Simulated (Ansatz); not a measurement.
Program: Ansatz. Geometries: PBE0-D4/def2-TZVP. ΔE: electronic, gas phase. CCSD(T)/CBS is the MP2 limit (def2-TZVPP, def2-QZVPP) plus CCSD(T) − MP2 in def2-TZVPP, frozen cores. This one scheme is used for every species. Functionals use def2-TZVPP.

Consider the hydrogenolysis of the Si–F bond: `C[C@@H]1C[Si@@H]1F` + H₂ → `CC1C[SiH2]1` + H–F.

```csv
level,ΔE (kJ/mol)
PBE,94.4
BLYP,104.4
CCSD(T)/def2-SVP,84.2
CCSD/def2-TZVPP,98.1
```

(1) What does CCSD(T)/CBS give? (Estimate.)

Largest T1 diagnostic among the species: 0.011.

Answers

(1) The calculation gave: +100.1 kJ/mol. The listed levels differ from it by -5.7, 4.3, -15.9, -2.0 kJ/mol.

Leaving LDA and LC-ωPBE aside and taking each functional with its dispersion term where it has one, the values, not all of them listed here, spread over 15.1 kJ/mol, from HSE06-D4 to B97M-V. In def2-TZVPP, CCSD(T) changes the Hartree–Fock value by −7.3 kJ/mol (the triples alone add +0.1 kJ/mol) and MP2 by −3.8 kJ/mol. From r2SCAN to r2SCAN0 (25 % exact exchange), in def2-TZVPP and without D4, ΔE moves by −4.2 kJ/mol.
